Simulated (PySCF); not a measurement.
Be(Br)(iPr) (C₃H₇BeBr), SMILES [CH](C)([Be][Br])C.

Geometry: ωB97X-D3(BJ)/def2-SVP. The structure was generated by enumeration; whether it is a known compound was not checked. Other conformers were not sampled.

Level of theory: ωB97X/def2-TZVP in PySCF.

Gas-phase values at a fixed geometry.

```json
{
  "total_energy": "-2707.54007 hartree",
  "point_group": "Cs",
  "highest_occupied_level": "-10.11 eV",
  "lowest_empty_level": "1.44 eV",
  "orbital_gap": "11.55 eV",
  "dipole_moment": "1.15 D",
  "quadrupole, principal values (traceless, Buckingham form, about the centre of nuclear charge)": "-3.71, 1.35, 2.36 D·Å",
  "mean_static_polarisability": "69.1 bohr³ (10.25 Å³)",
  "polarisability_principal_values": "59.3, 65.6, 82.5 bohr³"
}
```
